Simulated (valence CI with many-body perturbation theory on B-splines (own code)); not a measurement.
## Ce26+: electric-dipole lines

Calculated by valence CI with perturbative core correlation (CI+MBPT): four valence electrons over a frozen Dirac-Fock core [Ar] 3d10, a basis of 11 s, 11 p, 9 d, 7 f, 5 g, 2 h, 1 i functions for each j, with the one-electron correlation potential Σ1 (screened to all orders), the two-electron term Σ2, the three-electron term Σ3, Breit, model QED; selected single and double excitations, second order for the rest (own B-spline code, finite nucleus).

The last digits are not significant, and no measured levels were compared; by estimate large intervals hold to a few tenths of a per cent, small ones and those within an open d or f shell to about a per cent.

Lines 151 to 200 of 231 in falling wavelength, among levels below 234.39 eV, chosen from the strongest by gf and those to the six lowest levels. Wavelengths and rates use the calculated energies. Electric multipoles are in the length gauge, E1 and E2 with the static RPA response of the core. Weak lines are less certain than strong ones. Lines between different terms over intervals too small for the method are left out, as are lines whose strength nearly cancels. Where a level lies close to another of its J and parity, the split of strength between their lines is uncertain. The highest levels of a list are the least certain.

Levels are named by their leading jj configuration (3d3/2^4 stands for four electrons in 3d with j = 3/2), which in mixed levels can hold well under half, so a name can repeat and another be missing. Letters in brackets count levels of one name in rising energy.

| λ vac (Å) | Upper | Lower | A (s⁻¹) | S (a.u.) with core polarisation | S without |
| --- | --- | --- | --- | --- | --- |
| 108.9 | (4s 4p3/2^2 4d3/2) J=1 | (4s 4p1/2 4p3/2^2) J=1 [b] | 3.59e+10 | 6.85e-02 | 7.34e-02 |
| 108.9 | (4s 4p1/2 4p3/2 4d3/2) J=1 [f] | (4s 4p1/2 4p3/2^2) J=2 [b] | 2.52e+10 | 4.82e-02 | 5.17e-02 |
| 108.6 | (4s 4p1/2 4p3/2 4d5/2) J=1 [b] | (4s 4p1/2 4p3/2^2) J=0 | 1.97e+10 | 3.73e-02 | 3.99e-02 |
| 108.5 | (4s 4p1/2 4p3/2 4d5/2) J=2 [e] | (4s 4p1/2 4p3/2^2) J=1 [a] | 7.44e+10 | 2.34e-01 | 2.51e-01 |
| 108.4 | (4s 4p1/2 4p3/2^2) J=1 [a] | (4s^2 4p1/2^2) J=0 | 1.41e+10 | 2.66e-02 | 2.86e-02 |
| 108.0 | (4s 4p1/2 4p3/2 4d5/2) J=2 [e] | (4s 4p1/2 4p3/2^2) J=2 [b] | 6.08e+10 | 1.89e-01 | 2.02e-01 |
| 107.3 | (4s 4p1/2 4p3/2 4d3/2) J=1 [a] | (4s 4p1/2^2 4p3/2) J=2 | 3.92e+09 | 7.17e-03 | 7.71e-03 |
| 107.0 | (4s 4p1/2 4p3/2 4d3/2) J=1 [f] | (4s 4p1/2 4p3/2^2) J=0 | 8.99e+10 | 1.63e-01 | 1.75e-01 |
| 106.7 | (4s 4p1/2^2 4d5/2) J=2 | (4s 4p1/2^2 4p3/2) J=2 | 8.54e+07 | 2.56e-04 | 2.84e-04 |
| 106.3 | (4s^2 4p3/2 4d5/2) J=3 | (4s^2 4p3/2^2) J=2 | 3.43e+11 | 1.42e+00 | 1.52e+00 |
| 105.8 | (4s 4p1/2 4p3/2 4d5/2) J=2 [a] | (4s 4p1/2^2 4p3/2) J=1 | 2.36e+10 | 6.91e-02 | 7.41e-02 |
| 105.7 | (4s 4p1/2 4p3/2 4d3/2) J=2 [a] | (4s 4p1/2^2 4p3/2) J=2 | 7.15e+09 | 2.08e-02 | 2.23e-02 |
| 104.5 | (4s 4p1/2 4p3/2 4d5/2) J=3 [c] | (4s 4p1/2 4p3/2^2) J=2 [a] | 7.95e+10 | 3.14e-01 | 3.36e-01 |
| 104.2 | (4s 4p1/2 4p3/2 4d5/2) J=3 [d] | (4s 4p1/2 4p3/2^2) J=2 [a] | 1.26e+11 | 4.90e-01 | 5.24e-01 |
| 104.2 | (4s 4p1/2 4p3/2 4d3/2) J=3 [a] | (4s 4p1/2^2 4p3/2) J=2 | 1.79e+10 | 6.99e-02 | 7.48e-02 |
| 104.1 | (4s 4p3/2^2 4d3/2) J=3 | (4s 4p1/2 4p3/2^2) J=2 [b] | 8.44e+09 | 3.29e-02 | 3.53e-02 |
| 103.9 | (4s 4p3/2^2 4d3/2) J=2 | (4s 4p1/2 4p3/2^2) J=2 [b] | 3.45e+10 | 9.55e-02 | 1.02e-01 |
| 103.8 | (4s^2 4p3/2 4d5/2) J=1 | (4s^2 4p3/2^2) J=2 | 3.95e+08 | 6.53e-04 | 7.19e-04 |
| 103.6 | (4s 4p1/2 4p3/2 4d3/2) J=1 [b] | (4s 4p1/2^2 4p3/2) J=2 | 6.77e+08 | 1.12e-03 | 1.19e-03 |
| 103.5 | (4p1/2 4p3/2^3) J=2 | (4s 4p1/2^2 4p3/2) J=2 | 2.63e+10 | 7.19e-02 | 7.73e-02 |
| 103.4 | (4s 4p3/2^2 4d3/2) J=1 | (4s 4p1/2 4p3/2^2) J=2 [b] | 2.47e+10 | 4.05e-02 | 4.35e-02 |
| 103.4 | (4s 4p1/2 4p3/2^2) J=1 [b] | (4s^2 4p1/2^2) J=0 | 3.65e+10 | 5.98e-02 | 6.43e-02 |
| 103.0 | (4s 4p3/2^3) J=1 | (4s^2 4p1/2 4p3/2) J=2 | 5.20e+09 | 8.43e-03 | 9.05e-03 |
| 101.0 | (4s 4p1/2 4p3/2 4d5/2) J=2 [e] | (4s 4p1/2 4p3/2^2) J=3 | 1.79e+10 | 4.56e-02 | 4.89e-02 |
| 101.0 | (4s 4p1/2 4p3/2 4d3/2) J=1 [d] | (4s 4p1/2^2 4p3/2) J=1 | 1.02e+11 | 1.56e-01 | 1.67e-01 |
| 100.6 | (4s 4p3/2^3) J=1 | (4s^2 4p1/2 4p3/2) J=1 | 1.02e+11 | 1.54e-01 | 1.66e-01 |
| 100.2 | (4s 4p3/2^2 4d5/2) J=4 | (4s 4p1/2 4p3/2^2) J=3 | 3.94e+10 | 1.76e-01 | 1.89e-01 |
| 99.48 | (4s 4p1/2 4p3/2 4d5/2) J=3 [e] | (4s 4p1/2 4p3/2^2) J=2 [a] | 9.96e+09 | 3.39e-02 | 3.62e-02 |
| 97.68 | (4s 4p3/2^2 4d3/2) J=3 | (4s 4p1/2 4p3/2^2) J=3 | 2.05e+11 | 6.60e-01 | 7.09e-01 |
| 97.60 | (4s 4p1/2 4p3/2 4d3/2) J=1 [f] | (4s 4p1/2 4p3/2^2) J=2 [a] | 7.10e+10 | 9.77e-02 | 1.05e-01 |
| 97.45 | (4s 4p1/2 4p3/2 4d5/2) J=2 [a] | (4s 4p1/2^2 4p3/2) J=2 | 1.80e+08 | 4.12e-04 | 4.50e-04 |
| 97.44 | (4s 4p3/2^2 4d3/2) J=2 | (4s 4p1/2 4p3/2^2) J=3 | 6.35e+10 | 1.45e-01 | 1.56e-01 |
| 96.89 | (4s 4p1/2 4p3/2 4d5/2) J=3 [a] | (4s 4p1/2^2 4p3/2) J=2 | 1.93e+11 | 6.07e-01 | 6.50e-01 |
| 96.87 | (4s 4p1/2 4p3/2 4d5/2) J=2 [e] | (4s 4p1/2 4p3/2^2) J=2 [a] | 4.94e+10 | 1.11e-01 | 1.19e-01 |
| 96.57 | (4s^2 4p3/2 4d3/2) J=2 | (4s^2 4p1/2 4p3/2) J=2 | 1.91e+11 | 4.25e-01 | 4.56e-01 |
| 96.45 | (4s 4p1/2 4p3/2 4d3/2) J=1 [e] | (4s 4p1/2^2 4p3/2) J=1 | 1.47e+11 | 1.96e-01 | 2.10e-01 |
| 94.90 | (4s^2 4p3/2 4d3/2) J=3 | (4s^2 4p1/2 4p3/2) J=2 | 3.64e+11 | 1.07e+00 | 1.15e+00 |
| 94.65 | (4s 4p1/2 4p3/2 4d3/2) J=2 [b] | (4s 4p1/2^2 4p3/2) J=2 | 3.28e+11 | 6.87e-01 | 7.37e-01 |
| 94.49 | (4s^2 4p3/2 4d3/2) J=2 | (4s^2 4p1/2 4p3/2) J=1 | 1.79e+11 | 3.72e-01 | 3.99e-01 |
| 94.25 | (4s 4p1/2 4p3/2 4d3/2) J=3 [b] | (4s 4p1/2^2 4p3/2) J=2 | 3.71e+10 | 1.07e-01 | 1.15e-01 |
| 94.22 | (4s 4p1/2 4p3/2 4d3/2) J=1 [c] | (4s 4p1/2^2 4p3/2) J=2 | 3.69e+11 | 4.57e-01 | 4.90e-01 |
| 93.89 | (4s^2 4p3/2 4d3/2) J=1 | (4s^2 4p1/2 4p3/2) J=2 | 5.05e+10 | 6.19e-02 | 6.65e-02 |
| 93.83 | (4s 4p1/2 4p3/2 4d5/2) J=3 [b] | (4s 4p1/2^2 4p3/2) J=2 | 4.66e+10 | 1.33e-01 | 1.43e-01 |
| 93.81 | (4s 4p1/2 4p3/2 4d5/2) J=2 [b] | (4s 4p1/2^2 4p3/2) J=2 | 5.53e+10 | 1.13e-01 | 1.21e-01 |
| 93.78 | (4s 4p1/2 4p3/2 4d5/2) J=0 | (4s 4p1/2^2 4p3/2) J=1 | 8.71e+10 | 3.54e-02 | 3.80e-02 |
| 93.77 | (4s 4p3/2^2 4d3/2) J=3 | (4s 4p1/2 4p3/2^2) J=2 [a] | 1.40e+11 | 3.98e-01 | 4.27e-01 |
| 93.55 | (4s 4p3/2^2 4d3/2) J=2 | (4s 4p1/2 4p3/2^2) J=2 [a] | 1.98e+11 | 4.00e-01 | 4.29e-01 |
| 93.48 | (4s 4p1/2 4p3/2 4d3/2) J=2 [c] | (4s 4p1/2^2 4p3/2) J=1 | 2.94e+11 | 5.92e-01 | 6.34e-01 |
| 93.42 | (4s^2 4p3/2 4d3/2) J=0 | (4s^2 4p1/2 4p3/2) J=1 | 3.20e+11 | 1.29e-01 | 1.38e-01 |
| 93.39 | (4s 4p1/2 4p3/2 4d3/2) J=1 [d] | (4s 4p1/2^2 4p3/2) J=2 | 3.36e+09 | 4.06e-03 | 4.36e-03 |
